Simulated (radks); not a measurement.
The numbers below are computed, except where a source is named.
The germanium anion Ge4-, [Kr], held by a Watson sphere: a shell of charge +3.21 at radius R that stands for the Madelung well of a crystal (potential energy -3.21/R inside, -3.21/r outside, in hartree with lengths in bohr). Code: a radial shooting solver on a logarithmic mesh with Libxc functionals. Model: scalar-relativistic Kohn-Sham, PBE, spin-polarised, spherical densities, finite nucleus; Fermi nuclear charge, rms radius of each element as measured or else 0.836 A^(1/3) + 0.57 fm.

R (bohr)  e(3d) (eV)  e(4s) (eV)  e(4p) (eV)  <r> 4p (bohr)  sum of <r^2> (bohr^2)  X-ray form factor at sin(theta)/lambda = 0.3 1/angstrom
3.38         -22.555      -7.146      -0.861          3.401                  106.9                                                   21.979
3.82         -22.753      -6.757      -0.671          3.667                  121.4                                                   22.027
3.84         -22.764      -6.744      -0.663          3.679                  122.1                                                   22.028
4.36         -23.050      -6.500      -0.496          4.004                  141.2                                                   22.052
5.2          -23.507      -6.429      -0.331          4.537                  176.3                                                   22.062
